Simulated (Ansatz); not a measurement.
Total energies of F$_{3}$ISn, SMILES `[F][Sn]([F])([F])[I]`.

| atom | x (Å) | y (Å) | z (Å) |
| --- | --- | --- | --- |
| F1 | 1.228 | -0.854 | 1.202 |
| Sn2 | -0.016 | -0.073 | 0.016 |
| F3 | -0.033 | -1.187 | -1.508 |
| F4 | -1.704 | -0.301 | 0.830 |
| I5 | 0.525 | 2.415 | -0.540 |

The species carries charge 0 and has multiplicity 1. Correlated methods include outer-core shells of I, Sn, which these sets cover unevenly. Sn, I takes the def2 core potential. The geometry is a stationary point of PBE0-D4/def2-TZVP. Basis def2-TZVPP, Ansatz.

RPA on PBE orbitals: Hartree–Fock energy of these orbitals -808.52206 Eh, correlation -2.13908 Eh (frozen core).

| functional | energy without D4 (Eh) | D4 term (kJ/mol) |
| --- | --- | --- |
| PBE | -811.52452 | -13.9 |
| revPBE | -811.79791 | -30.7 |
| BLYP | -811.69447 | -28.7 |
| B97M-V | -811.69662 | – |
| B3LYP | -811.98008 | -22.8 |
| r2SCANh | -811.85594 | -3.4 |
| r2SCAN0 | -811.79627 | -3.9 |
| BHLYP | -811.58691 | -22.5 |
| CAM-B3LYP | -811.74035 | -12.6 |
| LC-ωPBE | -811.72643 | – |
| ωB97X-V | -811.68495 | – |
| ωB97M-V | -811.68612 | – |
| B2PLYP | -811.28950 | – |
| PBE-QIDH | -811.16816 | – |

(1) Give the same for LDA (SPW92), r2SCAN, PBE0, HSE06 (plane-wave form). (Estimate.)

B3LYP takes the VWN-RPA correlation (the form of Gaussian; ORCA's B3LYP/G). HSE06 is the plane-wave form, built on full-range PBE exchange. The double hybrids freeze the cores in their second-order part.

Answers

(1) The calculation gave: 
| functional | energy without D4 (Eh) | D4 term (kJ/mol) |
| --- | --- | --- |
| LDA (SPW92) | -809.17346 | – |
| r2SCAN | -811.89705 | -3.1 |
| PBE0 | -811.54971 | -12.0 |
| HSE06 (plane-wave form) | -811.53501 | -11.5 |

LC-ωPBE has ω = 0.4 bohr⁻¹.
